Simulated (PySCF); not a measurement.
CH₄AlFOS, SMILES C[O][Al]([F])[SH].

Geometry: PBE-D3(BJ)/def2-SVP. The structure was generated by enumeration; whether it is a known compound was not checked. The values are those of a single conformer.

All values below come from PBE0/def2-TZVP in PySCF.

Isolated molecule, no solvent.

```json
{
  "total_energy": "-856.00374 hartree",
  "point_group": "Cs",
  "highest_occupied_level": "-7.89 eV",
  "lowest_empty_level": "-0.79 eV",
  "orbital_gap": "7.10 eV",
  "dipole_moment": "0.85 D",
  "quadrupole, principal values (traceless, Buckingham form, about the centre of nuclear charge)": "-9.97, 2.29, 7.67 D·Å",
  "mean_static_polarisability": "57.4 bohr³ (8.51 Å³)",
  "polarisability_principal_values": "47.1, 52.7, 72.6 bohr³"
}
```
